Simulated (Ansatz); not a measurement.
CH3BF, SMILES `C[B-]F` (excited triplet) (charge -1, multiplicity 3). This triplet is an excited state, 1.11 eV above the relaxed singlet at the level frozen-core CCSD(T)/aug-cc-pVDZ // B3LYP-D3(BJ)/def2-TZVPD (Ansatz, a first-principles code).

All values below come from BLYP/aug-cc-pVTZ // B3LYP-D3(BJ)/def2-TZVPD (Ansatz).

Ansatz 0.2 input:
```yaml
crystal:
  periodic: [false, false, false]
  atoms:
    - { symbol: C, position_ang: [-0.478921, 0.052199, -0.022861] }
    - { symbol: B, position_ang: [1.041495, 0.52243, -0.119812] }
    - { symbol: F, position_ang: [2.087481, -0.376923, 0.143373] }
    - { symbol: H, position_ang: [-0.729568, -0.773319, -0.719839] }
    - { symbol: H, position_ang: [-0.770241, -0.306036, 0.985034] }
    - { symbol: H, position_ang: [-1.150246, 0.881651, -0.265895] }
basis:
  gaussian: { orbitals: aug-cc-pVTZ }
hamiltonian:
  xc: blyp
total_charge: -1
magnetization:
  spin_polarized: true
  initial_magnetization: 2
```

Output:

```
Functional definition: BLYP
830 factors; their error is unknown
mean field evaluation 1: about -4464.6384 eV, gradient 6.0e1 eV
mean field evaluation 2: about -4422.0060 eV, gradient 1.2e2 eV
mean field evaluation 4: about -4475.2516 eV, gradient 2.2e1 eV
mean field evaluation 8: about -4478.6078 eV, gradient 3.6e0 eV
mean field evaluation 16: about -4478.7874 eV, gradient 2.4e-1 eV
mean field evaluation 32: about -4478.2114 eV, gradient 3.9e0 eV
mean field evaluation 64: about -4478.7866 eV, gradient 1.4e-1 eV
a density is far from that of the atoms, so the factors are made again for it
1232 factors; integrals over basis functions are off by at most 9.3e-4 eV
mean field evaluation 96: about -4478.7872 eV, gradient 1.3e-5 eV
mean field evaluation 128: about -4478.5794 eV, gradient 3.8e0 eV
mean field evaluation 160: about -4478.5271 eV, gradient 2.2e0 eV
mean field evaluation 192: about -4478.7811 eV, gradient 2.3e-1 eV
mean field -4478.78720881 eV, -164.5923940928 hartree, gradient 5.6e-6 eV, S^2 2.002175; 11 other end points of the search recorded, 0 dependent functions left out
reference -4478.78745113 eV, -164.5924029980 hartree; 13, 11 occupied and 194, 196 virtual orbitals, 1232 factors
Total energy: -4478.78745113 eV, -164.5924029980 hartree
```
